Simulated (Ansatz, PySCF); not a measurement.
Diatomic GeSe, closed-shell singlet (the spin of the measured ground state). No spin–orbit coupling. Ge is treated without relativity. Se is treated without relativity.

Seven points along R, fitted to fifth degree in 1/R; most abundant isotopes. Runs in def2 and cc sets follow the lowest solution found near the PBE0 minimum. The singlet is held restricted.

Correlated levels freeze the inner cores; with def2 sets outer-core shells near the valence are correlated too. CBS(a, b) extrapolates the correlation energy as X⁻³ and adds the Hartree–Fock energy of set b. Rows in LANL2DZ carry no dispersion term and start afresh at each structure. LANL2DZ brings its own core potentials from Na on.

Programs: Ansatz (an electronic-structure program) with Gaussian orbitals; PySCF for LANL2DZ rows. 

Q: What bond length and harmonic frequency does B3LYP/LANL2DZ give?

A: r_e = 2.243 Å, ω_e = 358 cm⁻¹.

Q: What bond length and harmonic frequency does B3LYP/def2-TZVPP give, and what D_e (from each atom's lowest state at the same level)?

A: r_e = 2.157 Å, ω_e = 402 cm⁻¹, D_e = 5.13 eV.

Q: What bond length and harmonic frequency does CCSD(T)/CBS(def2-TZVPP, def2-QZVPP) give, and what D_e (from each atom's lowest state at the same level)?

A: r_e = 2.130 Å, ω_e = 414 cm⁻¹, D_e = 5.36 eV.

Measured for the ground state: r_e 2.1346 Å [microwave values compiled in ACS Omega 2, 8373 (2017)]. ω_e 408.7 cm-1, ω_e x_e 1.36 cm-1, B_e 0.096341 cm-1, α_e 0.00028904 cm-1 [Huber and Herzberg (1979), NIST Chemistry WebBook]. D_0 4.985 ± 0.018 eV (a handbook's tabulated 298 K bond energy less 3RT/2; such tables hold older values) [Luo, bond dissociation energies, CRC Handbook]. dipole 1.648 D [compilation of Liu, Meijer and Pérez-Ríos].
